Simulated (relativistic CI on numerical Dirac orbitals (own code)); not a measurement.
**Spin-allowed bands of a d7 ion in a tetrahedral site, by hand**

Problem. Take Δ = 4900 cm⁻¹ and B = 550 cm⁻¹ for a d7 ion in a tetrahedral site. Calculate the three spin-allowed bands.

Working.
1. The terms of highest spin are 4F (energy 0) and 4P (15B = 8250 cm⁻¹). Here the F term splits into A2 at −1.2Δ = -5880, T2 at −0.2Δ = -980 and T1 at +0.6Δ = 2940 cm⁻¹.
2. The two T1 states mix through the element 0.4Δ: H = [[2940, 1960], [1960, 8250]], with roots ½(H₁₁ + H₂₂) ∓ ½√[(H₂₂ − H₁₁)² + 4H₁₂²] = ½(11190) ∓ ½(6600) = 2295 and 8895 cm⁻¹.
3. The ground term is 4A2 at -5880 cm⁻¹.
4. Bands: 4T2 4900 cm⁻¹ (2041 nm), 4T1(F) 8175 cm⁻¹ (1223 nm), 4T1(P) 14775 cm⁻¹ (677 nm).

Check. Exact diagonalisation of the whole d7 shell with these parameters gives 4T2 4900, 4T1 8175, 4T1 14775 cm⁻¹. The match is exact, since without spin-orbit coupling no other term has this spin. The ratio of the second band to the first, 1.668, depends on Δ/B = 8.9 alone, which is how a Tanabe-Sugano diagram is read.
